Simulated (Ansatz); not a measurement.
# Molecular dynamics of GaH₃

input.yaml

```yaml
crystal:
  periodic: [false, false, false]
  atoms:
    - { symbol: Ga, position_ang: [0.0, 0.0, 1.0e-05] }
    - { symbol: H, position_ang: [0.0, 0.0, 1.585708] }
    - { symbol: H, position_ang: [1.373238, 0.0, -0.792859] }
    - { symbol: H, position_ang: [-1.373238, 0.0, -0.792859] }
basis:
  gaussian: { orbitals: def2-SVP }
hamiltonian:
  xc: revpbe
md:
  timestep: 0.5
  n_steps: 250
  ensemble: nvt_nose_hoover
  temperature: 300.0
  initial_velocities: maxwell_boltzmann
  seed: 205888
  nose_hoover: { tau: 100.0, chain_length: 1 }
```

Launched with:

```bash
$ ansatz run input.yaml --threads 1 --pin off --max-ram 2048MiB --backend cpu --events-out ev --progress --plain --runs-dir out
```

It starts from a relaxed structure.

Output, in part (one step line in 9, the closing report, with atoms numbered from 0):

```
md step     0: t =     0.00 fs  T =   300.0 K  F+E_penalty+E_count = -52415.38124470 eV  E_kin = 0.077556 eV  conserved = -52415.30368870 eV  (22 SCF iters)
md step     9: t =     4.50 fs  T =   139.2 K  F+E_penalty+E_count = -52415.33943792 eV  E_kin = 0.035987 eV  conserved = -52415.30346355 eV  (23 SCF iters)
md step    18: t =     9.00 fs  T =   116.5 K  F+E_penalty+E_count = -52415.33364837 eV  E_kin = 0.030119 eV  conserved = -52415.30361533 eV  (21 SCF iters)
md step    27: t =    13.50 fs  T =    16.1 K  F+E_penalty+E_count = -52415.30747347 eV  E_kin = 0.004167 eV  conserved = -52415.30344061 eV  (16 SCF iters)
md step    36: t =    18.00 fs  T =   213.6 K  F+E_penalty+E_count = -52415.35849217 eV  E_kin = 0.055224 eV  conserved = -52415.30365917 eV  (22 SCF iters)
md step    45: t =    22.50 fs  T =   208.7 K  F+E_penalty+E_count = -52415.35653176 eV  E_kin = 0.053956 eV  conserved = -52415.30349077 eV  (23 SCF iters)
md step    54: t =    27.00 fs  T =   243.4 K  F+E_penalty+E_count = -52415.36494915 eV  E_kin = 0.062928 eV  conserved = -52415.30364166 eV  (22 SCF iters)
md step    63: t =    31.50 fs  T =    54.1 K  F+E_penalty+E_count = -52415.31543145 eV  E_kin = 0.013993 eV  conserved = -52415.30345322 eV  (17 SCF iters)
md step    72: t =    36.00 fs  T =    99.1 K  F+E_penalty+E_count = -52415.32688565 eV  E_kin = 0.025608 eV  conserved = -52415.30361849 eV  (22 SCF iters)
md step    81: t =    40.50 fs  T =   114.9 K  F+E_penalty+E_count = -52415.33050450 eV  E_kin = 0.029699 eV  conserved = -52415.30348656 eV  (21 SCF iters)
md step    90: t =    45.00 fs  T =   269.3 K  F+E_penalty+E_count = -52415.36939097 eV  E_kin = 0.069620 eV  conserved = -52415.30361958 eV  (21 SCF iters)
md step    99: t =    49.50 fs  T =   203.5 K  F+E_penalty+E_count = -52415.35109500 eV  E_kin = 0.052617 eV  conserved = -52415.30350916 eV  (23 SCF iters)
md step   108: t =    54.00 fs  T =   157.0 K  F+E_penalty+E_count = -52415.33796888 eV  E_kin = 0.040583 eV  conserved = -52415.30360504 eV  (22 SCF iters)
md step   117: t =    58.50 fs  T =    43.6 K  F+E_penalty+E_count = -52415.30818441 eV  E_kin = 0.011278 eV  conserved = -52415.30347929 eV  (21 SCF iters)
md step   126: t =    63.00 fs  T =   146.8 K  F+E_penalty+E_count = -52415.33409173 eV  E_kin = 0.037939 eV  conserved = -52415.30356215 eV  (21 SCF iters)
md step   135: t =    67.50 fs  T =   217.0 K  F+E_penalty+E_count = -52415.35103809 eV  E_kin = 0.056103 eV  conserved = -52415.30351421 eV  (22 SCF iters)
md step   144: t =    72.00 fs  T =   279.5 K  F+E_penalty+E_count = -52415.36500654 eV  E_kin = 0.072262 eV  conserved = -52415.30361483 eV  (22 SCF iters)
md step   153: t =    76.50 fs  T =   157.8 K  F+E_penalty+E_count = -52415.33196615 eV  E_kin = 0.040790 eV  conserved = -52415.30352787 eV  (22 SCF iters)
md step   162: t =    81.00 fs  T =    78.8 K  F+E_penalty+E_count = -52415.31027727 eV  E_kin = 0.020381 eV  conserved = -52415.30349954 eV  (21 SCF iters)
md step   171: t =    85.50 fs  T =   116.2 K  F+E_penalty+E_count = -52415.31948361 eV  E_kin = 0.030052 eV  conserved = -52415.30350679 eV  (22 SCF iters)
md step   180: t =    90.00 fs  T =   233.1 K  F+E_penalty+E_count = -52415.34762913 eV  E_kin = 0.060258 eV  conserved = -52415.30353872 eV  (22 SCF iters)
md step   189: t =    94.50 fs  T =   302.5 K  F+E_penalty+E_count = -52415.36321958 eV  E_kin = 0.078190 eV  conserved = -52415.30360173 eV  (22 SCF iters)
md step   198: t =    99.00 fs  T =   184.1 K  F+E_penalty+E_count = -52415.32960282 eV  E_kin = 0.047593 eV  conserved = -52415.30347999 eV  (22 SCF iters)
md step   207: t =   103.50 fs  T =   122.4 K  F+E_penalty+E_count = -52415.31250899 eV  E_kin = 0.031649 eV  conserved = -52415.30351192 eV  (21 SCF iters)
md step   216: t =   108.00 fs  T =   106.2 K  F+E_penalty+E_count = -52415.30666708 eV  E_kin = 0.027455 eV  conserved = -52415.30345688 eV  (21 SCF iters)
md step   225: t =   112.50 fs  T =   265.6 K  F+E_penalty+E_count = -52415.34633820 eV  E_kin = 0.068664 eV  conserved = -52415.30360395 eV  (22 SCF iters)
md step   234: t =   117.00 fs  T =   260.7 K  F+E_penalty+E_count = -52415.34126087 eV  E_kin = 0.067386 eV  conserved = -52415.30346028 eV  (22 SCF iters)
md step   243: t =   121.50 fs  T =   284.6 K  F+E_penalty+E_count = -52415.34462282 eV  E_kin = 0.073572 eV  conserved = -52415.30357271 eV  (21 SCF iters)
md step   250: t =   125.00 fs  T =   183.4 K  F+E_penalty+E_count = -52415.31588301 eV  E_kin = 0.047401 eV  conserved = -52415.30351465 eV  (21 SCF iters)
Total energy: -52415.31592553 eV, -1926.2273318861 hartree
Atom 0 at    -0.002670     0.003357     0.002693 Å, force     0.235695    -0.398996    -1.061045 eV/Å
Atom 1 at     0.115310    -0.104970     1.533444 Å, force    -0.191307     0.097029     0.657151 eV/Å
Atom 2 at     1.384025    -0.010963    -0.806418 Å, force    -0.128625     0.147187     0.069103 eV/Å
Atom 3 at    -1.314628    -0.116300    -0.912627 Å, force     0.084237     0.154780     0.334791 eV/Å
Dipole moment:    -0.053408     0.052817     0.061075 e Å
```

All steps were run. The conserved energy stayed within 0.082 meV per atom of its start (net change 0.044 meV per atom), so the integration is sound. The mean temperature of the second half is 34 % below the set value. A run of 0.12 ps of so small a system gives no equilibrium averages.

The same pairs are bonded in the first frame and the last. Pairs count as bonded within 1.25 times the sum of covalent radii (0.12 Å more for H–H).

Last frame:

```xyz
4
Properties=species:S:1:pos:R:3
Ga -0.003 0.003 0.003
H 0.115 -0.105 1.533
H 1.384 -0.011 -0.806
H -1.315 -0.116 -0.913
```

The run took 2.5 min on 1 thread of Arm Neoverse V1 (shared host), peak memory 0.085 GiB.
